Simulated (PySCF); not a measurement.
Vertical excitations of a molecule C2H10O2Si2 from TDA-PBE/def2-SVPD (PySCF), as energy in eV (oscillator strength): 5.64 (0.021), 5.86 (0.017), 5.99 (0.035), 6.55 (0.033), 6.63 (0.011), 6.69 (0.024). Lowest triplet (TDA): 5.30 eV. The structure is a stationary point at TPSSh-D3(BJ)/def2-SVP. The values are those of a single conformer.

Pick the molecule that these values belong to.
A) CO[Si@@](C)(O)[SiH3]
B) C[SiH](C)O[SiH2]O
C) OC[SiH2][SiH2]CO
D) CO[SiH2][C@H](O)[SiH3]

A, CO[Si@@](C)(O)[SiH3]
